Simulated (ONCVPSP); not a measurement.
**Sr (Z = 38): ONCV pseudisation with PBE, fully relativistic reference atom.**

The input file (ONCVPSP 4.0.1):

```
# ATOM AND REFERENCE CONFIGURATION
# atsym  z   nc   nv     iexc    psfile
  Sr 38.00    6    2        4      upf
#
#   n    l    f
    1    0    2.00
    2    0    2.00
    2    1    6.00
    3    0    2.00
    3    1    6.00
    3    2   10.00
    4    0    2.00
    4    1    6.00
#
# PSEUDOPOTENTIAL AND OPTIMIZATION
# lmax
    2
#
#   l,   rc,      ep,       ncon, nbas, qcut
    0    1.85    0.00    4    8    8.30
    1    1.95    0.00    4    7    7.90
    2    1.70    0.09    4    8    5.70
#
# LOCAL POTENTIAL
# lloc, lpopt,  rc(5),   dvloc0
    2    5    1.70    0.00
#
# VANDERBILT-KLEINMAN-BYLANDER PROJECTORs
# l, nproj, debl
    0    2    1.20
    1    2    2.40
    2    0    1.90
#
# MODEL CORE CHARGE
# icmod, fcfact, rcfact
    0    0.00    0.00
#
# LOG DERIVATIVE ANALYSIS
# epsh1, epsh2, depsh
   -4.00    5.00    0.02
#
# OUTPUT GRID
# rlmax, drl
    6.00    0.01
#
# TEST CONFIGURATIONS
# ncnf
    4
# nvcnf
#   n    l    f
    3
    4    0    2.00
    4    1    6.00
    5    0    2.00
#
    3
    4    0    2.00
    4    1    6.00
    5    0    1.00
#
    3
    4    0    2.00
    4    1    6.00
    5    0    1.50
#
    4
    4    0    2.00
    4    1    6.00
    4    2    1.00
    5    0    1.00
#
```

Command:

```bash
oncvpspr.x < Sr.dat > Sr.out
```

Resulting log (shortened: citation, most of the input echo, consistency checks and plot data are left out):

```
ONCVPSP  (Optimized Norm-Conservinng Vanderbilt PSeudopotential)
relativistic version 4.0.1

#   n    l    f        energy (Ha)
    1    0    2.00    -5.8597196D+02
    2    0    2.00    -7.9778989D+01
    2    1    6.00    -7.0134042D+01    -7.2648025D+01
    3    0    2.00    -1.2776647D+01
    3    1    6.00    -9.8017898D+00    -1.0187244D+01
    3    2   10.00    -5.1911773D+00    -5.2584523D+00
    4    0    2.00    -2.0104090D+00
    4    1    6.00    -1.3276955D+00    -1.3711490D+00

Reference configufation results
  iterations    21
  all-electron total energy (Ha)   -3.17917688D+03

Begin loop to  construct optimized pseudo wave functions
and semi-local pseudopoentials for all angular momenta

WARNING wellstate: negative energy specified for n= 5 l=  0
WARNING scattering state with energy  0.25000000
WARNING will be used for the first projector

   Wellstate for l =  0  n =  6 kap= -1
     eigenvalue =   0.2500
     asymptotic potential =   0.7500
     half-point radius =  4.8036

Calculating optimized projector #   1

 for l=   0

    Fraction of norm inside rc  0.859281
    Optimizing pswf for qcut=   8.31 a_B^-1,  ecut=  34.52 Ha
    Residual kinetic energy error=  1.37D-08 Ha

    Energy error per electron        Cutoff
         Ha          eV             Ha
         0.01000     0.27211       14.10
         0.00100     0.02721       18.75
         0.00010     0.00272       22.69
         0.00001     0.00027       26.03

Calculating optimized projector #   2

 for l=   0

    Fraction of norm inside rc  0.056290
    Optimizing pswf for qcut=   8.31 a_B^-1,  ecut=  34.52 Ha
    Residual kinetic energy error=  7.52D-09 Ha

    Energy error per electron        Cutoff
         Ha          eV             Ha
         0.01000     0.27211       11.92
         0.00100     0.02721       17.44
         0.00010     0.00272       22.05
         0.00001     0.00027       25.93

   Wellstate for l =  1  n =  6 kap= -2
     eigenvalue =   1.0723
     asymptotic potential =   1.5723
     half-point radius =  3.6952

Calculating optimized projector #   1

 for l=   1

    Fraction of norm inside rc  0.782145
    Optimizing pswf for qcut=   7.89 a_B^-1,  ecut=  31.17 Ha
    Residual kinetic energy error=  4.86D-08 Ha

    Energy error per electron        Cutoff
         Ha          eV             Ha
         0.01000     0.27211        5.89
         0.00100     0.02721       15.69
         0.00010     0.00272       20.43
         0.00001     0.00027       24.00

Calculating optimized projector #   2

 for l=   1

    Fraction of norm inside rc  0.085136
    Optimizing pswf for qcut=   7.89 a_B^-1,  ecut=  31.17 Ha
    Residual kinetic energy error=  1.89D-07 Ha

    Energy error per electron        Cutoff
         Ha          eV             Ha
         0.01000     0.27211        6.05
         0.00100     0.02721       16.71
         0.00010     0.00272       21.92
         0.00001     0.00027       25.86

   Wellstate for l =  1  n =  6 kap=  1
     eigenvalue =   1.0289

Calculating optimized projector #   1

 for l=   1

    Fraction of norm inside rc  0.799001
    Optimizing pswf for qcut=   7.89 a_B^-1,  ecut=  31.17 Ha
    Residual kinetic energy error=  4.93D-08 Ha

    Energy error per electron        Cutoff
         Ha          eV             Ha
         0.01000     0.27211        5.93
         0.00100     0.02721       15.40
         0.00010     0.00272       20.29
         0.00001     0.00027       23.90

Calculating optimized projector #   2

 for l=   1

    Fraction of norm inside rc  0.088259
    Optimizing pswf for qcut=   7.89 a_B^-1,  ecut=  31.17 Ha
    Residual kinetic energy error=  2.09D-07 Ha

    Energy error per electron        Cutoff
         Ha          eV             Ha
         0.01000     0.27211        6.16
         0.00100     0.02721       16.53
         0.00010     0.00272       21.92
         0.00001     0.00027       25.91

WARNING wellstate: moderately localized bound state found for n= 4 l=  2
WARNING scattering state with energy  0.05000000
WARNING will be used for the first projector

   Wellstate for l =  2  n =  5 kap= -3
     eigenvalue =   0.0500
     asymptotic potential =   0.5500
     half-point radius =  5.3124

Calculating optimized projector #   1

 for l=   2

    Fraction of norm inside rc  0.129982
    Optimizing pswf for qcut=   5.70 a_B^-1,  ecut=  16.22 Ha
    Residual kinetic energy error=  4.31D-05 Ha

    Energy error per electron        Cutoff
         Ha          eV             Ha
         0.01000     0.27211        7.82
         0.00100     0.02721       11.52
         0.00010     0.00272       14.92
         0.00001     0.00027       29.12

   Wellstate for l =  2  n =  4 kap=  2
     eigenvalue =   0.0900

Calculating optimized projector #   1

 for l=   2

    Fraction of norm inside rc  0.292427
    Optimizing pswf for qcut=   5.70 a_B^-1,  ecut=  16.22 Ha
    Residual kinetic energy error=  8.27D-05 Ha

    Energy error per electron        Cutoff
         Ha          eV             Ha
         0.01000     0.27211        8.37
         0.00100     0.02721       12.24
         0.00010     0.00272       16.06
         0.00001     0.00027       61.48

Construct Vanderbilt / Kleinmman-Bylander projectors

B matrix Hermiticity error, ll=  0  kap= -1
   1   2   -1.6187D-04

  Orthonormal projector coefficients  7.5566E+00 -3.1099E-01

B matrix Hermiticity error, ll=  1  kap= -2
   1   2   -1.7302D-04

  Orthonormal projector coefficients -1.1390E+01  1.4540E+00

B matrix Hermiticity error, ll=  1  kap=  1
   1   2   -1.7915D-04

  Orthonormal projector coefficients -2.2897E+00  1.6836E+00

 Orthonormal scalar projector coefficients, l =  1
 -8.2707E+00  1.4475E+00 -2.8632E-03  3.4953E-05

 Orthonormal spin-orbit projector coefficients, l =  1
 -6.3377E+00  1.1364E-01  5.4148E-03 -1.2288E-03

 Orthonormal scalar projector coefficients, l =  2

 Orthonormal spin-orbit projector coefficients, l =  2

Pseudoatom total energy  -30.136296

Diagnostic tests using Vanderbilt-Kleinman-Bylander pseudopotentials
  relativistic with J = L +/- 1/2 projectors

   l  kap   rcore       rmatch      e in        delta e    norm test   slope test

   0  -1   1.8551721   1.9114991  -2.0104090  -0.0000038   1.0001170   1.0001201
   0  -1   1.8551721   1.9114991   0.2500000   0.0000127   1.0001515   1.0001515

   1  -2   1.9577896   2.0172324  -1.3276955   0.0006937   0.9901724   0.9909827
   1   1   1.9577896   2.0172324  -1.3711490  -0.0000046   1.0001466   1.0001453
   1  -2   1.9577896   2.0172324   1.0723045   0.0001902   1.0022360   1.0022360
   1   1   1.9577896   2.0172324   1.0613770   0.0000113   0.9999112   0.9999112

   2  -3   1.7061314   1.7579332   0.0500000  -0.0057904   1.0019970   1.0019970
   2   2   1.7061314   1.7579332  -0.4700381   0.0061463   0.9977551   0.9977551

Diagnostic tests using Vanderbilt-Kleinman-Bylander pseudopotentials
  relativistic with scalar and spin-orbit non-local projectors

   l  kap   rcore       rmatch      e in        delta e    norm test   slope test

   0  -1   1.8551721   1.9114991  -2.0104090  -0.0000038   1.0001170   1.0001201
   0  -1   1.8551721   1.9114991   0.2500000   0.0000127   1.0001515   1.0001515

   1  -2   1.9577896   2.0172324  -1.3276955   0.0010566   0.9900482   0.9912731
   1   1   1.9577896   2.0172324  -1.3711490   0.0039267   0.9992906   1.0034782
   1  -2   1.9577896   2.0172324   1.0723045   0.0005369   1.0023905   1.0023905
   1   1   1.9577896   2.0172324   1.0613770   0.0005081   1.0004914   1.0004914

   2  -3   1.7061314   1.7579332   0.0500000  -0.0057904   1.0019970   1.0019970
   2   2   1.7061314   1.7579332  -0.4700381   0.0061463   0.9977551   0.9977551

Ghost test for J = L + 1/2

 Testing for bound ghosts
   n   l    E NL Schr. Eq   E Basis Diag.   E Cutoff

   1   0       -2.010413       -2.010406     76.50

       1                       -1.455157     58.16  WARNING - GHOST(-)
   2   1       -1.327002       -1.326703     58.16

 Testing for highly-localized positive-energy ghosts
       l    <radius>/rc     E Basis Diag.   E Cutoff

Ghost test for J = L - 1/2

 Testing for bound ghosts
   n   l    E NL Schr. Eq   E Basis Diag.   E Cutoff

   1   0       -2.010413       -2.010406     76.50

   2   1       -1.371154       -1.371105     58.16

 Testing for highly-localized positive-energy ghosts
       l    <radius>/rc     E Basis Diag.   E Cutoff

Test configuration 0

   n   l kap    f        eae           eps        diff
   1   0  -1  2.0000 -585.97195857
   2   0  -1  2.0000  -79.77898863
   2   1  -2  4.0000  -70.13404212
   2   1   1  2.0000  -72.64802455
   3   0  -1  2.0000  -12.77664744
   3   1  -2  4.0000   -9.80178976
   3   1   1  2.0000  -10.18724402
   3   2  -3  6.0000   -5.19117725
   3   2   2  4.0000   -5.25845232
   4   0  -1  2.0000   -2.01040903   -2.01041288   -3.85E-06
   4   1  -2  4.0000   -1.32769552   -1.32700182    6.94E-04
   4   1   1  2.0000   -1.37114901   -1.37115366   -4.65E-06

    Total energies and differences
      AE_ref= -3.17917688E+03  AE_tst= -3.17917688E+03  dif=  0.00E+00
      PS_ref= -3.01362955E+01  PS_tst= -3.01362955E+01  dif= -1.78E-14
      PSP excitation error=  1.78E-14

Test configuration 1

   n   l kap    f        eae           eps        diff
   1   0  -1  2.0000 -585.45255364
   2   0  -1  2.0000  -79.26101801
   2   1  -2  4.0000  -69.61600641
   2   1   1  2.0000  -72.12996421
   3   0  -1  2.0000  -12.26000101
   3   1  -2  4.0000   -9.28525075
   3   1   1  2.0000   -9.67063986
   3   2  -3  6.0000   -4.67476412
   3   2   2  4.0000   -4.74201551
   4   0  -1  2.0000   -1.50245171   -1.50271299   -2.61E-04
   4   1  -2  4.0000   -0.82477088   -0.82434639    4.24E-04
   4   1   1  2.0000   -0.86740353   -0.86764812   -2.45E-04
   5   0  -1  2.0000   -0.12957290   -0.12942830    1.45E-04

    Total energies and differences
      AE_ref= -3.17917688E+03  AE_tst= -3.17979759E+03  dif= -6.21E-01
      PS_ref= -3.01362955E+01  PS_tst= -3.07567581E+01  dif= -6.20E-01
      PSP excitation error= -2.50E-04

Test configuration 2

   n   l kap    f        eae           eps        diff
   1   0  -1  2.0000 -585.68900558
   2   0  -1  2.0000  -79.49697255
   2   1  -2  4.0000  -69.85198558
   2   1   1  2.0000  -72.36595213
   3   0  -1  2.0000  -12.49549687
   3   1  -2  4.0000   -9.52071030
   3   1   1  2.0000   -9.90612167
   3   2  -3  6.0000   -4.91017957
   3   2   2  4.0000   -4.97743912
   4   0  -1  2.0000   -1.73509531   -1.73525319   -1.58E-04
   4   1  -2  4.0000   -1.05587573   -1.05533536    5.40E-04
   4   1   1  2.0000   -1.09876671   -1.09889915   -1.32E-04
   5   0  -1  1.0000   -0.30675463   -0.30660642    1.48E-04

    Total energies and differences
      AE_ref= -3.17917688E+03  AE_tst= -3.17958132E+03  dif= -4.04E-01
      PS_ref= -3.01362955E+01  PS_tst= -3.05406423E+01  dif= -4.04E-01
      PSP excitation error= -9.37E-05

Test configuration 3

   n   l kap    f        eae           eps        diff
   1   0  -1  2.0000 -585.56444241
   2   0  -1  2.0000  -79.37271295
   2   1  -2  4.0000  -69.72771105
   2   1   1  2.0000  -72.24167227
   3   0  -1  2.0000  -12.37151749
   3   1  -2  4.0000   -9.39675311
   3   1   1  2.0000   -9.78215088
   3   2  -3  6.0000   -4.78624911
   3   2   2  4.0000   -4.85350368
   4   0  -1  2.0000   -1.61286880   -1.61307598   -2.07E-04
   4   1  -2  4.0000   -0.93460476   -0.93412073    4.84E-04
   4   1   1  2.0000   -0.97733665   -0.97752231   -1.86E-04
   5   0  -1  1.5000   -0.21534004   -0.21517834    1.62E-04

    Total energies and differences
      AE_ref= -3.17917688E+03  AE_tst= -3.17971163E+03  dif= -5.35E-01
      PS_ref= -3.01362955E+01  PS_tst= -3.06708766E+01  dif= -5.35E-01
      PSP excitation error= -1.73E-04

Test configuration 4

psatom_r: WARNING lschvkbb convergence error n,l,kap,iter=   3   2  -3

1
ea(ii),et,emin,emax -6.149655E-02 -5.534689E-02 -5.534689E-02 -5.534689E-02

psatom_r: WARNING lschvkbb convergence error n,l,kap,iter=   1   0  -1

2
ea(ii),et,emin,emax -1.491012E+00 -1.341911E+00 -1.341911E+00 -1.341911E+00

psatom_r: WARNING lschvkbb convergence error n,l,kap,iter=   2   1  -2

2
ea(ii),et,emin,emax -8.158405E-01 -7.831296E-01 -7.831296E-01 -7.831296E-01

psatom_r: WARNING lschvkbb convergence error n,l,kap,iter=   3   2  -3

2
ea(ii),et,emin,emax -6.149655E-02 -5.534689E-02 -5.534689E-02 -5.534689E-02

psatom_r: WARNING lschvkbb convergence error n,l,kap,iter=   2   0  -1

2
ea(ii),et,emin,emax -1.418070E-01 -1.276263E-01 -1.276263E-01 -1.276263E-01
run_config_r: WARNING for fully non-local PS atom,
 WARNING no output for configuration 5
```

Note: ghosts flagged at negative energy: p3/2 at -39.6 eV; no localised positive-energy state flagged. A true bound ghost makes a file unfit for plane-wave use.

The run took about 5.4 s on one core of a shared server CPU.
